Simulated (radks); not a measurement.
Task: Species: the thulium ion Tm3+. Configuration: [Kr] 4d10 4f12.5 5s2 5p5.5 (fractional occupations, a model configuration). Calculated with a radial shooting solver on a logarithmic mesh with Libxc functionals: scalar-relativistic Kohn-Sham, SCAN, spin-unpolarised, spherical densities, finite nucleus; meta-GGA in the generalised Kohn-Sham scheme; Fermi nuclear charge, rms radius 5.2256 fm. Some entries of the table are withheld. Estimate them.

orbital,occ.,eigenvalue (hartree),<1/r> (bohr^-1),<r^2> (bohr^2)
1s,2,-2182.500,79.07,0.0005486
2s,2,-370.0677,18.44,(1)
2p,6,-326.7382,16.97,0.006945
3s,2,-84.45253,6.815,0.05565
3p,6,-71.24157,6.348,(2)
3d,10,-54.92667,6.006,0.04692
4s,2,-17.73303,2.869,(3)
4p,6,-13.37103,2.624,0.3172
4d,10,-7.56330,2.319,0.3789
5s,2,-3.08538,1.094,(4)
5p,5.5,-2.06015,0.9182,2.272
4f,12.5,-1.24617,1.729,(5)

Result: 
(1) 2s <r^2> (bohr^2): 0.008509
(2) 3p <r^2> (bohr^2): 0.05618
(3) 4s <r^2> (bohr^2): 0.2795
(4) 5s <r^2> (bohr^2): 1.646
(5) 4f <r^2> (bohr^2): 0.7617
